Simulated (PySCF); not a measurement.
Run record: geometry optimisation, `[Cl][Ga]([Br])[Br]`.

Method: PBE0-D3(BJ)/def2-SVP geometry optimisation, gas phase (PySCF 2.14.0). Start geometry: GFN2-xTB. The command runs a driver script over a list of jobs; the input below is this job's line of settings and its coordinates in Å.

Command:
```bash
OMP_NUM_THREADS=1 python probes_run.py task.json out
```

Input:
```
{"job": {"xc": "PBE0", "basis": "def2-SVP", "d3": "d3bj", "grid": 1, "shake": 0.01, "kind": "geom"}, "charge": 0, "multiplicity": 1}
Cl    -1.075480    -1.889360    -0.030630
Ga    -0.045540    -0.075000    -0.008860
Br     2.227380    -0.019630    -0.001560
Br    -1.068360     1.958610     0.008040
```

Output:
```
step   0  E = -7531.53093417  max force = 0.017008
step   1  E = -7531.53115409  max force = 0.009368
step   2  E = -7531.53194716  max force = 0.003662
step   3  E = -7531.53202260  max force = 0.001070
step   4  E = -7531.53202411  max force = 0.000895
step   5  E = -7531.53202488  max force = 0.000869
optimisation converged
```

Energies in Eh; «max force» is the largest Cartesian gradient component in Eh/bohr.

**Question.** Give the first gradient maximum in eV/Å.

**Answer.** With 1 Eh/bohr = 51.422 eV/Å, 0.875 eV/Å.

Summary of the converged run: final energy -7531.53202 Eh after 5 steps; dipole 0.37 D.

**Question.** Give the final coordinates.

**Answer.** 0.064 Å rms from the input after alignment:
```
atom  x, y, z in Å
Cl1   -1.2381   -1.7256   -0.3310
Ga2   -0.0103   -0.0201   -0.0100
Br3    1.2049    0.8121   -1.7258
Br4    0.0593    0.9099    2.0485
```

Time: 60 s wall; peak memory 0.49 GiB. Hardware: one thread of an Arm Neoverse V1, shared host with 32 logical CPUs at a one-minute load of 26.
Labels such as C1 count atoms from 1, the log's own numbers from 0.
